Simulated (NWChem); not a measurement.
System: C$_{2}$H$_{3}$B; SMILES BC#C

Output (shortened):

```
             Northwest Computational Chemistry Package (NWChem) 7.3.0
             --------------------------------------------------------

 C2V symmetry detected

                             Geometry "geometry" -> ""
                             -------------------------

 Output coordinates in angstroms (scale by  1.889725989 to convert to a.u.)

  No.       Tag          Charge          X              Y              Z
 ---- ---------------- ---------- -------------- -------------- --------------
    1 B                    5.0000     0.00000000     0.00000000    -1.40134223
    2 C                    6.0000     0.00000000     0.00000000     0.10712113
    3 C                    6.0000     0.00000000     0.00000000     1.32821783
    4 H                    1.0000     0.00000000     0.00000000     2.40414553
    5 H                    1.0000     0.00000000     1.04528032    -2.00473404
    6 H                    1.0000     0.00000000    -1.04528032    -2.00473404

 Effective nuclear repulsion energy (a.u.)      46.3537957072

      Symmetry information
      --------------------

 Group name             C2v
 Group number             16
 Group order               4
 No. of unique centers     5

  pbe96 is a nonlocal functional; adding pw91lda local functional.

                                 NWChem DFT Module
                                 -----------------

 Summary of "ao basis" -> "ao basis" (spherical)
 ------------------------------------------------------------------------------
       Tag                 Description            Shells   Functions and Types
 ---------------- ------------------------------  ------  ---------------------
 B                          def2-svp                 6       14   3s2p1d
 C                          def2-svp                 6       14   3s2p1d
 H                          def2-svp                 3        5   2s1p

      Symmetry analysis of basis
      --------------------------

        a1         28
        a2          4
        b1         11
        b2         14

            General Information
            -------------------
          SCF calculation type: DFT
          Wavefunction type:  closed shell.
          No. of atoms     :     6
          No. of electrons :    20
           Alpha electrons :    10
            Beta electrons :    10
          Charge           :     0
          Spin multiplicity:     1
          Use of symmetry is: on ; symmetry adaption is: on
          Maximum number of iterations: 150
          AO basis - number of functions:    57
                     number of shells:    27
          Convergence on energy requested:  1.00D-06
          Convergence on density requested:  1.00D-05
          Convergence on gradient requested:  5.00D-04

              XC Information
              --------------
          PerdewBurkeErnzerhof Exchange Functional  1.000
            Perdew 1991 LDA Correlation Functional  1.000 local
           PerdewBurkeErnz. Correlation Functional  1.000 non-local

             Grid Information
             ----------------
          Grid used for XC integration:  medium
          Radial quadrature: Mura-Knowles
          Angular quadrature: Lebedev.
          Tag              B.-S. Rad. Rad. Pts. Rad. Cut. Ang. Pts.
          ---              ---------- --------- --------- ---------
          B                   0.85       49          10.0       434
          C                   0.70       49          10.0       434
          H                   0.35       45          11.0       434
          Grid pruning is: on
          Number of quadrature shells:   237
          Spatial weights used:  Erf1

      Superposition of Atomic Density Guess
      -------------------------------------

 Sum of atomic energies:        -101.25145276

      Non-variational initial energy
      ------------------------------

 Total energy =    -102.536814
 1-e energy   =    -225.563371
 2-e energy   =      76.672761
 HOMO         =      -0.328800
 LUMO         =      -0.084062

      Symmetry analysis of molecular orbitals - initial
      -------------------------------------------------

  Numbering of irreducible representations:

     1 a1          2 a2          3 b1          4 b2

  Orbital symmetries:

     1 a1          2 a1          3 a1          4 a1          5 a1
     6 a1          7 a1          8 b2          9 b1         10 b2
    11 b1         12 b2         13 b1         14 a1         15 a1
    16 a1         17 a1         18 b2         19 b2         20 a1

     ---------------------------------------------
      Total Density - Mulliken Population Analysis
     ---------------------------------------------

    Atom       Charge   Shell Charges
 -----------   ------   -------------------------------------------------------
    1 B    5     4.82   1.99  0.93  0.24  1.25  0.37  0.04
    2 C    6     6.16   1.99  1.01  0.38  2.00  0.75  0.03
    3 C    6     6.05   1.99  0.98  0.54  1.82  0.69  0.03
    4 H    1     0.87   0.63  0.22  0.03
    5 H    1     1.05   0.72  0.32  0.01
    6 H    1     1.05   0.72  0.32  0.01

   convergence    iter        energy       DeltaE   RMS-Dens  Diis-err
 ---------------- ----- ----------------- --------- --------- ---------
 d= 0,ls=0.0,diis     1   -102.5089240759 -1.49D+02  1.47D-02  2.61D-01
 d= 0,ls=0.0,diis     2   -102.5039159175  5.01D-03  1.01D-02  2.93D-01
 d= 0,ls=0.0,diis     3   -102.5091914025 -5.28D-03  5.73D-03  2.54D-01
 d= 0,ls=0.0,diis     4   -102.5402614462 -3.11D-02  2.11D-03  2.45D-02
 d= 0,ls=0.0,diis     5   -102.5442652478 -4.00D-03  4.68D-04  6.47D-04
  Resetting Diis
 d= 0,ls=0.0,diis     6   -102.5443748594 -1.10D-04  1.16D-04  2.94D-05
 d= 0,ls=0.0,diis     7   -102.5443799809 -5.12D-06  3.68D-05  5.97D-07
 d= 0,ls=0.0,diis     8   -102.5443789883  9.93D-07  2.55D-05  7.15D-06
 d= 0,ls=0.0,diis     9   -102.5443800817 -1.09D-06  4.39D-06  5.82D-08
 d= 0,ls=0.0,diis    10   -102.5443800902 -8.53D-09  1.40D-06  7.05D-09

         Total DFT energy =     -102.544380090214
      One electron energy =     -228.046685217340
           Coulomb energy =       94.872032331991
    Exchange-Corr. energy =      -15.723522912037
 Nuclear repulsion energy =       46.353795707172

 Numeric. integr. density =       19.999998491388

                  Occupations of the irreducible representations
                  ----------------------------------------------

                     irrep           alpha         beta
                     --------     --------     --------
                     a1                7.0          7.0
                     a2                0.0          0.0
                     b1                1.0          1.0
                     b2                2.0          2.0

                       DFT Final Molecular Orbital Analysis
                       ------------------------------------

 Vector    8  Occ=2.000000D+00  E=-3.274075D-01  Symmetry=b2
              MO Center= -5.8D-17, -1.6D-15, -1.2D+00, r^2= 2.2D+00
   Bfn.  Coefficient  Atom+Function         Bfn.  Coefficient  Atom+Function
  ----- ------------  ---------------      ----- ------------  ---------------
     5      0.386467  1 B  py                48     -0.263136  5 H  s
    53      0.263136  6 H  s                 19     -0.237756  2 C  py
    33     -0.153655  3 C  py                 8     -0.129005  1 B  py
    22     -0.106692  2 C  py                49     -0.099942  5 H  s
    54      0.099942  6 H  s                 36     -0.073105  3 C  py

 Vector    9  Occ=2.000000D+00  E=-2.824390D-01  Symmetry=b1
              MO Center=  9.6D-16, -1.4D-16,  5.1D-01, r^2= 1.6D+00
   Bfn.  Coefficient  Atom+Function         Bfn.  Coefficient  Atom+Function
  ----- ------------  ---------------      ----- ------------  ---------------
    18      0.424072  2 C  px                32      0.398457  3 C  px
    21      0.222681  2 C  px                35      0.221618  3 C  px
     4     -0.161781  1 B  px                 7      0.073355  1 B  px

 Vector   10  Occ=2.000000D+00  E=-2.484853D-01  Symmetry=b2
              MO Center= -1.3D-16, -3.0D-15,  2.5D-01, r^2= 2.7D+00
   Bfn.  Coefficient  Atom+Function         Bfn.  Coefficient  Atom+Function
  ----- ------------  ---------------      ----- ------------  ---------------
    33      0.427792  3 C  py                19      0.345831  2 C  py
    36      0.272638  3 C  py                 5      0.181302  1 B  py
    48     -0.177171  5 H  s                 53      0.177171  6 H  s
    22      0.165870  2 C  py                49     -0.150802  5 H  s
    54      0.150802  6 H  s

 Vector   11  Occ=0.000000D+00  E=-1.218128D-01  Symmetry=b1
              MO Center= -7.5D-16, -2.0D-16, -5.4D-01, r^2= 3.1D+00
   Bfn.  Coefficient  Atom+Function         Bfn.  Coefficient  Atom+Function
  ----- ------------  ---------------      ----- ------------  ---------------
     4      0.501226  1 B  px                 7     -0.403974  1 B  px
    32      0.352738  3 C  px                35      0.340677  3 C  px
    21     -0.101672  2 C  px                18     -0.086899  2 C  px
    27     -0.035452  2 C  d  1

 Vector   12  Occ=0.000000D+00  E=-7.669753D-03  Symmetry=b2
              MO Center= -8.1D-18,  5.4D-16,  3.6D-01, r^2= 2.8D+00
   Bfn.  Coefficient  Atom+Function         Bfn.  Coefficient  Atom+Function
  ----- ------------  ---------------      ----- ------------  ---------------
    36     -0.603994  3 C  py                22      0.549514  2 C  py
    19      0.445020  2 C  py                49     -0.427428  5 H  s
    54      0.427428  6 H  s                 33     -0.417881  3 C  py
     8      0.285707  1 B  py                48     -0.131384  5 H  s
    53      0.131384  6 H  s                  5     -0.079987  1 B  py

[...]
```

Level: PBE/def2-SVP. Coordinates come from a PBE0/def2-SVP optimisation.

Task: Reconstruct the input file.

Result: One answer among several that fit: the input that was run:
```
start job
memory heap 200 mb stack 900 mb global 1100 mb
geometry units angstroms noautoz
  B     -0.004523    -1.395508     0.011603
  C     -0.003093     0.112954     0.010118
  C     -0.001827     1.334050     0.009613
  H     -0.000763     2.409977     0.008981
  H      1.040229    -1.999817     0.012881
  H     -1.050330    -1.997982     0.010999
end
basis spherical
  B library def2-svp
  C library def2-svp
  H library def2-svp
end
dft
  xc xpbe96 cpbe96
  iterations 150
  mulliken
end
task dft energy
```
